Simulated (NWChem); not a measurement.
System: silanone (SiH₂O); SMILES O=[SiH2]

The following NWChem deck was run.

```
start job
memory heap 200 mb stack 900 mb global 1100 mb
geometry units angstroms noautoz
  Si     0.000000     0.000000    -0.438494
  O      0.000000     0.000000     1.113848
  H      0.000000    -1.248019    -1.282007
  H      0.000000     1.248019    -1.282007
end
basis spherical
  * library def2-svp
end
dft
  xc pbe0
  iterations 150
end
tddft
  cis
  nroots 8
  notriplet
end
task tddft energy
```

All runs use the structure optimised with PBE-D3(BJ)/def2-SVP.

Vertical excitations in the gas phase.

Task: Give the results of this calculation. (PBE0/def2-SVP, TDA.) Quantities: lowest excitation, singlet (eV); oscillator strength of that lowest state; lowest state with f > 0.02, singlet (eV); oscillator strength of that bright state; orbital gap (eV).

Result: 
```
Item                                      Result
----------------------------------------  ------
lowest excitation, singlet (eV)             3.96
oscillator strength of that lowest state   0.000
lowest state with f > 0.02, singlet (eV)    6.42
oscillator strength of that bright state   0.039
orbital gap (eV)                            6.01
```
